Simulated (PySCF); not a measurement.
# One molecule, several mistakes: GeH3NOSi

These are calculations, not measurements. The program is PySCF 2.14.0, an open-source quantum chemistry code, run on an isolated molecule that a program drew, which may never have been made. The molecule is GeH3NOSi (charge 0, singlet), drawn as the SMILES string `O[SiH]=[N][GeH]`.

Each row is a Hartree-Fock (HF) and frozen-core CCSD(T) single point in the cc-pV(D+d)Z basis, meant for a local HF minimum. Run 1 is clean. Each other run has one planted mistake out of seven kinds, and not every kind appears here: one electron removed, one electron added, multiplicity raised by two, geometry at a saddle point, minimal basis STO-3G, one bond length entered in bohr, all coordinates scaled. The reference is restricted for singlets and unrestricted otherwise, and also for a bond in bohr. Adding or removing an electron swaps singlet and doublet. Electrons count all cores. HOMO and LUMO are orbital energies over both spins, the gradient is its largest component, and the lowest frequency (negative if imaginary) is given only where the gradient is small. Bond lengths are over the 6 bonds as drawn. T1 is the CCSD diagnostic: over 0.02 (restricted) or 0.045 (unrestricted) a single reference is doubtful. Germanium has the cc-pVDZ-PP basis, with a core potential (ECP10MDF) in place of its 10 inner electrons, and its 3s, 3p and 3d shells are frozen in CCSD(T).

Geometry of the clean run:
```xyz
7
GeH3NOSi, angstrom
O    -1.4623    1.3504   -0.6043
Si   -2.3081    0.7497    0.6412
N    -2.8285   -0.7034    0.7737
Ge   -3.5053   -2.3636    0.5863
H    -1.1781    2.2526   -0.5874
H    -2.5008    1.8075    1.6384
H    -2.3135   -3.1524    1.3097
```

| run | electrons | basis functions | <S^2> | HOMO (eV) | LUMO (eV) | gradient (hartree/bohr) | lowest frequency (cm^-1) | mean bond (Å) | longest bond (Å) | T1 | HF (hartree) | CCSD(T) (hartree) | mistake |
|---|---|---|---|---|---|---|---|---|---|---|---|---|---|
| 1 | 64 | 89 | 0.000 | -7.93 | 1.67 | 1.8e-05 | 63 | 1.4978 | 1.803 | 0.0190 | -713.38602 | -713.95482 | no fault |
| 2 | 64 | 89 | 0.000 | -7.80 | 1.19 | 5.6e-05 | -210 | 1.5028 | 1.823 | 0.0170 | -713.37761 | -713.94408 | geometry at a saddle point |
| 3 | 65 | 89 | 0.774 | 0.13 | 7.26 | 6.8e-02 | - | 1.4978 | 1.803 | 0.0220 | -713.35172 | -713.93338 | one electron added |
| 4 | 63 | 89 | 0.784 | -15.84 | -6.16 | 8.2e-02 | - | 1.4978 | 1.803 | 0.0270 | -713.12838 | -713.67410 | one electron removed |
| 5 | 64 | 89 | 2.013 | -6.31 | 0.32 | 3.0e-02 | - | 1.4978 | 1.803 | 0.0206 | -713.32817 | -713.87819 | ? |
| 6 | 64 | 89 | 0.896 | -6.04 | 1.41 | 1.5e-02 | - | 1.7354 | 3.027 | 0.0389 | -713.31412 | -713.86709 | ? |

**Which mistake was planted in run 5, and what did it cost?**

Electrons, basis and geometry are unchanged, and <S^2> is 2.013, beside S(S+1) = 2.00 for a multiplicity of 3. So the mistake is: multiplicity raised by two. Subtracting run 1 and multiplying by 627.51 kcal/mol a hartree, the energy moved by 36.3 kcal/mol in HF and 48.1 kcal/mol in CCSD(T).

**Which mistake was planted in run 6, and what did it cost?**

The mean bond changes by a factor of 1.159 and the longest by 1.679, so the molecule wasn't scaled as a whole. A length L in bohr read as angstrom grows by (1/0.5292 - 1) L = 0.890 L. The 6 bonds together grew by 6 x 0.2376 = 1.426 Å, which gives L = 1.602 Å. That is bond Ge4-H7, 1.602 Å in the clean geometry. So the mistake is: one bond length entered in bohr. Subtracting run 1 and multiplying by 627.51 kcal/mol a hartree, the energy moved by 45.1 kcal/mol in HF and 55.1 kcal/mol in CCSD(T).

Cautions from the logs. Run 3: the HOMO is above zero, so the electron isn't bound and the energy depends on the basis.
